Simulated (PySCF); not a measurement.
C2H5F3Si.
Geometry (PBE0-D3(BJ)/def2-SVP, Å), atoms numbered from 1 in this order:
```xyz
11
C2H5F3Si angstrom
C     -1.4078    0.5619    0.6457
Si    -0.1734   -0.7868    0.2615
C      1.4454    0.0616   -0.3655
F      1.2260    0.7615   -1.4923
F      2.4247   -0.8160   -0.6289
F      1.9230    0.9299    0.5434
H     -1.0122    1.2284    1.4270
H     -1.6062    1.1660   -0.2526
H     -2.3609    0.1402    0.9989
H      0.2041   -1.5813    1.4650
H     -0.6269   -1.6934   -0.8313
```

Computed with PySCF at wB97X-D/def2-SVPD, non-relativistic, on one gas-phase PBE0-D3(BJ)/def2-SVP geometry that isn't relaxed in the solvent. The solvent is an IEF-PCM continuum (cavity from Bondi-type radii × 1.2), and excitations are vertical TDDFT with non-equilibrium linear response and a frozen core. Only the electrostatic response of the medium enters.

Gas-phase singlets (H = HOMO, L = LUMO):

```tsv
state	E (eV)	λ (nm)	f	leading configurations
S1	8.889	139	0.019	H→L 76%
S2	9.018	137	0.001	H-2→L 59%, H-2→L+1 27%
S3	9.073	137	0.097	H-1→L 60%, H-1→L+1 22%
S4	9.285	134	0.053	H→L+1 52%, H-1→L 23%
S5	9.335	133	0.012	H→L+3 30%, H-2→L 23%
```

Question: What are the lowest 5 singlets in cyclohexane (ε = 2.017)?

Answer: 
```
state  E (eV)  λ (nm)      f  leading configurations  change by rank (eV)
   S1   8.939     139  0.023                 H→L 69%               +0.050
   S2   8.990     138  0.002  H-2→L 56%, H-2→L+1 28%               -0.028
   S3   9.036     137  0.168  H-1→L 53%, H-1→L+1 21%               -0.037
   S4   9.269     134  0.048    H-1→L 30%, H→L+1 27%               -0.016
   S5   9.297     133  0.042  H-2→L 26%, H-2→L+1 23%               -0.038
```

Question: What are the lowest 5 singlets in methanol (ε = 32.61)?

Answer: 
```json
{"state": "S1", "E (eV)": "9.008", "λ (nm)": "138", "f": "0.015", "leading configurations": "H→L 21%, H-1→L+1 19%", "change by rank (eV)": "+0.119"}
{"state": "S2", "E (eV)": "9.011", "λ (nm)": "138", "f": "0.003", "leading configurations": "H-2→L 40%, H-2→L+1 30%", "change by rank (eV)": "-0.007"}
{"state": "S3", "E (eV)": "9.055", "λ (nm)": "137", "f": "0.176", "leading configurations": "H→L 58%, H-1→L 20%", "change by rank (eV)": "-0.018"}
{"state": "S4", "E (eV)": "9.261", "λ (nm)": "134", "f": "0.029", "leading configurations": "H-1→L 41%, H→L+1 22%", "change by rank (eV)": "-0.024"}
{"state": "S5", "E (eV)": "9.303", "λ (nm)": "133", "f": "0.045", "leading configurations": "H-2→L 31%, H-2→L+2 19%", "change by rank (eV)": "-0.032"}
```

Question: How do the frontier levels move from gas to methanol?

Answer: 
```json
{"orbital": "LUMO+2", "gas (eV)": "2.59", "solvent (eV)": "2.86", "change (eV)": "+0.27", "Löwdin shares, gas": "Si2 40 %, H10 13 %, H11 13 %, C1 8 %", "Löwdin shares, solvent": "Si2 42 %, H10 13 %, H11 13 %, C1 7 %"}
{"orbital": "LUMO+1", "gas (eV)": "2.33", "solvent (eV)": "2.46", "change (eV)": "+0.13", "Löwdin shares, gas": "Si2 39 %, H10 13 %, H11 13 %, C3 10 %", "Löwdin shares, solvent": "Si2 30 %, F5 14 %, C3 14 %, H11 11 %"}
{"orbital": "LUMO", "gas (eV)": "1.86", "solvent (eV)": "2.18", "change (eV)": "+0.32", "Löwdin shares, gas": "Si2 34 %, C1 20 %, H9 9 %, H11 8 %", "Löwdin shares, solvent": "Si2 35 %, C1 18 %, H11 7 %, H10 7 %"}
{"orbital": "HOMO", "gas (eV)": "-11.31", "solvent (eV)": "-11.23", "change (eV)": "+0.08", "Löwdin shares, gas": "C3 23 %, Si2 20 %, F5 14 %, F4 12 %", "Löwdin shares, solvent": "Si2 21 %, C1 21 %, C3 19 %, F5 13 %"}
{"orbital": "HOMO-1", "gas (eV)": "-11.76", "solvent (eV)": "-11.44", "change (eV)": "+0.32", "Löwdin shares, gas": "C1 36 %, Si2 29 %, H10 9 %, H11 8 %", "Löwdin shares, solvent": "Si2 29 %, C1 26 %, H10 10 %, H11 10 %"}
{"orbital": "HOMO-2", "gas (eV)": "-11.91", "solvent (eV)": "-11.62", "change (eV)": "+0.29", "Löwdin shares, gas": "Si2 36 %, H11 23 %, H10 22 %, C1 8 %", "Löwdin shares, solvent": "Si2 36 %, H11 22 %, H10 22 %, C1 10 %"}
{"orbital": "HOMO-3", "gas (eV)": "-13.78", "solvent (eV)": "-13.43", "change (eV)": "+0.35", "Löwdin shares, gas": "F5 33 %, F6 31 %, F4 30 %", "Löwdin shares, solvent": "C1 47 %, H9 24 %, H7 8 %, H8 8 %"}
```

The HOMO–LUMO gap goes from 13.17 to 13.40 eV. Rows go by rank; for HOMO-3, HOMO, LUMO+1 and LUMO+2 the atom shares or the degeneracy differ between the runs, so the row needn't follow one orbital.
